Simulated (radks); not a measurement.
The numbers below are computed, except where a source is named.
Problem. Orbital eigenvalues (eV) of the zirconium ion Zr35+, [He] 2s2 2p1, of relativity; Dirac values are averaged over j with weights 2j + 1. Spin-unpolarised spherical Kohn-Sham, PBE, point nucleus unless stated (finite: rms radius 4.2694 fm), a radial shooting solver on a logarithmic mesh with Libxc functionals. A level marked "c x" has the speed of light scaled by that factor and shares open shells by 2j + 1; other Dirac levels either fill j = l - 1/2 first or share by 2j + 1.

| shell | non-rel. |
|---|---|
| 1s | -20172 |
| 2s | -4645.6 |
| 2p | -4542.1 |
| 3s (empty) | -1988.2 |
| 3p (empty) | -1954.4 |

Give the values at the level "Dirac, c x 10".

Solution. 
shell       Dirac, c x 10  change of magnitude (%)
1s                 -20176                    +0.02
2s                -4646.7                    +0.03
2p                -4542.6                    +0.01
3s (empty)        -1988.6                    +0.02
3p (empty)        -1954.6                    +0.01
